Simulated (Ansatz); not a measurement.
Isomers of C$_{2}$H$_{4}$BNS, relaxed with PBE0-D4/def2-TZVP in Ansatz; electronic energies, one conformer each and not always the lowest. Functionals use def2-TZVPP; CBS adds triple-zeta CCSD(T) − MP2 to the MP2 limit of def2-TZVPP and def2-QZVPP.

Problem. Order them by energy at frozen-core CCSD(T)/CBS, lowest first. (An estimate is asked.)
A. `C=C1SB1N`
B. `S/C=C1/BN1`
C. `B1C=NCS1`

Solution. A (0.0 kJ/mol), C (31.2 kJ/mol), B (204.5 kJ/mol).

Problem. How do B3LYP-D4, MP2/CBS(def2), r2SCAN-D4, HF/CBS(def2) place them (kJ/mol, against `C=C1SB1N`)? (Best estimate.)

Solution. The calculation gave: 
| isomer | B3LYP-D4 | MP2/CBS(def2) | r2SCAN-D4 | HF/CBS(def2) |
| --- | --- | --- | --- | --- |
| `S/C=C1/BN1` | 203.6 | 210.1 | 211.5 | 189.5 |
| `B1C=NCS1` | 41.1 | 39.8 | 42.2 | 29.0 |

B3LYP here is the variant with VWN-RPA as its local correlation; programs differ in this.
